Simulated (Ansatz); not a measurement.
Geometry optimisation, RKS PBE/def2-SVP (Ansatz 0.2.0).

The input (input.yaml):

```yaml
crystal:
  periodic: [false, false, false]
  atoms:
    - { symbol: Ti, position_ang: [0.0, 0.0, 0.0] }
    - { symbol: O, position_ang: [0.0, 0.0, 2.27] }
    - { symbol: H, position_ang: [-0.9095, -0.2814, 2.6071] }
    - { symbol: O, position_ang: [1.8106, 0.0, -0.6394] }
    - { symbol: H, position_ang: [2.1269, -0.9521, -0.756] }
    - { symbol: O, position_ang: [-0.9043, 1.5667, -0.6394] }
    - { symbol: H, position_ang: [-1.8621, 1.336, -0.8617] }
    - { symbol: O, position_ang: [-0.9043, -1.5667, -0.6394] }
    - { symbol: H, position_ang: [-1.359, -2.0324, 0.133] }
    - { symbol: Br, position_ang: [1.4947, 2.2541, 0.8987] }
    - { symbol: H, position_ang: [0.7203, 1.0863, 2.1119] }
basis:
  gaussian: { orbitals: def2-SVP }
hamiltonian:
  xc: pbe
relax:
  f_tol: 0.15
  max_steps: 25
  restrain:
    - { distance: [0, 9], at: 3.75, k: 30.0 }
    - { distance: [10, 1], at: 2.21, k: 30.0 }
    - { distance: [0, 1], at: 1.92, k: 30.0 }
    - { distance: [10, 9], at: 1.55, k: 30.0 }
```

Launched with:

```bash
$ ansatz run input.yaml --threads 4 --pin off --max-ram 5120MiB --backend cpu --events-out ev --progress --plain --runs-dir out
```

Question: Where does it end, and by what steps?

Answer: The forces met the threshold. The restraints hold the end off the free minimum; the threshold counts their pulls, which the force column leaves out. Restrained pairs: Ti1–Br10 (2.85 → 3.76 Å), O2–H11 (1.31 → 2.20 Å), Ti1–O2 (2.27 → 1.89 Å), Br10–H11 (1.85 → 1.51 Å). After 8 steps the energy has fallen by 2.091 eV (the restraints' own energy left out); Br10 moved furthest, 0.85 Å.

```json
{"step": "0", "energy less start (eV)": "0.0000", "largest force component (eV/Å)": "2.630", "accepted": "yes"}
{"step": "1", "energy less start (eV)": "-0.3133", "largest force component (eV/Å)": "3.182", "accepted": "yes"}
{"step": "2", "energy less start (eV)": "-0.6816", "largest force component (eV/Å)": "4.769", "accepted": "yes"}
{"step": "3", "energy less start (eV)": "-1.3872", "largest force component (eV/Å)": "3.968", "accepted": "yes"}
{"step": "4", "energy less start (eV)": "-1.9037", "largest force component (eV/Å)": "0.967", "accepted": "yes"}
{"step": "5", "energy less start (eV)": "-2.0123", "largest force component (eV/Å)": "0.928", "accepted": "yes"}
{"step": "6", "energy less start (eV)": "-2.0418", "largest force component (eV/Å)": "0.952", "accepted": "yes"}
{"step": "7", "energy less start (eV)": "-2.0674", "largest force component (eV/Å)": "0.921", "accepted": "yes"}
{"step": "8", "energy less start (eV)": "-2.0913", "largest force component (eV/Å)": "0.940", "accepted": "yes"}
```

```xyz
11
Properties=species:S:1:pos:R:3
Ti -0.170 -0.137 0.030
O -0.175 -0.248 1.918
H -0.856 0.244 2.414
O 1.529 -0.113 -0.575
H 2.049 -0.889 -0.852
O -1.087 1.293 -0.566
H -1.931 1.275 -1.051
O -0.994 -1.629 -0.540
H -1.255 -2.412 -0.025
Br 1.805 2.661 1.574
H 1.300 1.366 2.158
```

Time of the run: 25 s on 4 threads of Arm Neoverse V1, on a shared host, peak memory 0.23 GiB.
